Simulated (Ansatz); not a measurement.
Basis sets compared for (ZnSe)2 ring (Zn2Se2). Charge 0, multiplicity 1. Geometry r2SCAN-D4/def2-SVP. Ansatz on 4 threads of Arm Neoverse V1 on a shared host; times are rough, and most runs start from earlier orbitals.

```xyz
4

Zn    0.488    1.088   -0.198
Se   -1.841    0.801   -0.131
Zn   -0.488   -1.088    0.198
Se    1.841   -0.801    0.131
```

Binding counts from free atoms (Zn singlet, Se triplet) in the same basis, without a counterpoise term.

```json
{"level": "PBE-D4/def2-SVP", "functions": "126", "energy (Eh)": "-8359.6455", "HOMO (eV)": "-5.08", "LUMO (eV)": "-3.48", "binding per atom (eV)": "1.88", "wall time": "1.7 s"}
{"level": "PBE-D4/def2-TZVP", "functions": "192", "energy (Eh)": "-8360.7641", "HOMO (eV)": "-5.44", "LUMO (eV)": "-3.84", "binding per atom (eV)": "1.73", "wall time": "2.9 s"}
{"level": "r2SCAN-D4/def2-TZVP", "functions": "192", "energy (Eh)": "-8361.9628", "HOMO (eV)": "-5.66", "LUMO (eV)": "-3.67", "binding per atom (eV)": "1.80", "wall time": "7.5 s"}
{"level": "PBE0-D4/def2-SVP", "functions": "126", "energy (Eh)": "-8359.8520", "HOMO (eV)": "-6.14", "LUMO (eV)": "-2.77", "binding per atom (eV)": "1.82", "wall time": "3.3 s"}
{"level": "PBE0-D4/def2-TZVP (with forces)", "functions": "192", "energy (Eh)": "-8360.9515", "HOMO (eV)": "-6.42", "LUMO (eV)": "-3.09", "binding per atom (eV)": "1.72", "wall time": "8 s"}
```

Task: Estimate the rows for PBE-D4/def2-TZVPD, r2SCAN-D4/def2-TZVPD, PBE0-D4/def2-TZVPD.

Result: 
```tsv
level	functions	energy (Eh)	HOMO (eV)	LUMO (eV)	binding per atom (eV)	wall time
PBE-D4/def2-TZVPD	216	-8360.7656	-5.48	-3.87	1.74	5.5 s
r2SCAN-D4/def2-TZVPD	216	-8361.9638	-5.68	-3.68	1.80	9.5 s
PBE0-D4/def2-TZVPD	216	-8360.9526	-6.45	-3.11	1.72	9 s
```
